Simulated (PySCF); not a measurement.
C4H7FSi, SMILES C[Si@H]1C=C[C@H]1F. Geometry: TPSSh-D3(BJ)/def2-SVP. The structure was generated by enumeration; whether it is a known compound was not checked.

Computed equilibrium geometry at TPSSh-D3(BJ)/def2-SVP (PySCF confirms it by a frequency run) as a Z-matrix:
```
Si
H 1 1.4939
C 1 1.8731 2 118.19
C 3 1.3556 1 92.21 2 -119.21
H 3 1.0930 4 126.20 1 179.23
H 4 1.0998 3 128.24 5 3.79
C 4 1.5152 6 124.38 3 179.00
F 7 1.3981 4 113.22 6 58.21
H 7 1.1043 8 107.45 4 125.92
C 1 1.8768 2 110.30 3 138.55
H 10 1.1008 1 109.80 2 172.68
H 10 1.1023 11 108.69 1 -122.18
H 10 1.1025 11 108.30 12 -117.05
```
